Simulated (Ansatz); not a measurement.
Bond stretch in SMILES [CH3][AlH][CH3], singlet. The Al1–C7 bond (Al1 also carries C, H; C7 carries H, H, H) is stretched with both fragments frozen at the PBE0/def2-SVP optimised geometry.

- UMP2 = MP2 on UHF/cc-pVDZ, frozen core (Ansatz, an electronic-structure program)
- UKS-CAM-B3LYP = unrestricted CAM-B3LYP/cc-pVDZ run with Ansatz
- UCCSD(T) = Ansatz with CCSD(T) on UHF/cc-pVDZ, frozen core

Energies relative to the lowest point of each curve near equilibrium, in kJ/mol:

| R / Å | UMP2 | UKS-CAM-B3LYP |
|---|---|---|
| 1.62 | 151.6 | 136.8 |
| 1.71 | 73.7 | 64.5 |
| 1.82 | 21.7 | 17.5 |
| 1.91 | 3.4 | 2.1 |
| 2.09 | 6.9 | 9.3 |
| 2.20 | 24.7 | 28.6 |
| 2.37 | 64.2 | 69.2 |
| 2.56 | 115.9 | 121.4 |
| 2.85 | 226.9 | 201.8 |
| 4.13 | 371.0 | 367.6 |
| 4.76 | 375.5 | 377.2 |
| 5.65 | 376.8 | 380.2 |

Task: Predict the corresponding UCCSD(T) column.

Result: 1.62: 153.8; 1.71: 75.4; 1.82: 22.8; 1.91: 3.9; 2.09: 5.9; 2.20: 22.7; 2.37: 60.2; 2.56: 109.1; 2.85: 184.8; 4.13: 358.6; 4.76: 365.3; 5.65: 366.9 (kJ/mol).

The unrestricted determinant behind UMP2, UCCSD(T) is spin-contaminated at 2.85 to 5.65 Å (<S²> up to 1.0, against 0.00 for a pure singlet). The unrestricted determinant behind UKS-CAM-B3LYP is spin-contaminated at 3.19 to 5.65 Å (<S²> up to 1.0, against 0.00 for a pure singlet).
